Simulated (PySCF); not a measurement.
# Correlation energy of C (carbon, neutral)

[He] 2s2 2p2, high-spin 3P determinant. Computed with PySCF 2.14 in x2c-TZVPPall with one added diffuse shell each of s, p, d type (6s4p3d1f, 40 functions), with scalar relativity by spin-free X2C-1e. Frozen: 1s2; 4 electrons correlated.

| level | correlation energy (mhartree) |
| --- | --- |
| CCSD | -86.82 |
| (T) | -2.08 |
| CCSD(T) | -88.90 |
| CCSDT | -89.40 |

Diagnostics: T1 = 0.0095, D1 = 0.0173, largest double amplitude 0.070.

Question: Is a single reference adequate?

Answer: Mostly. T1 lies below 0.03, but a double amplitude of this size points to a near-degeneracy that CCSD handles and MP2 describes poorly.
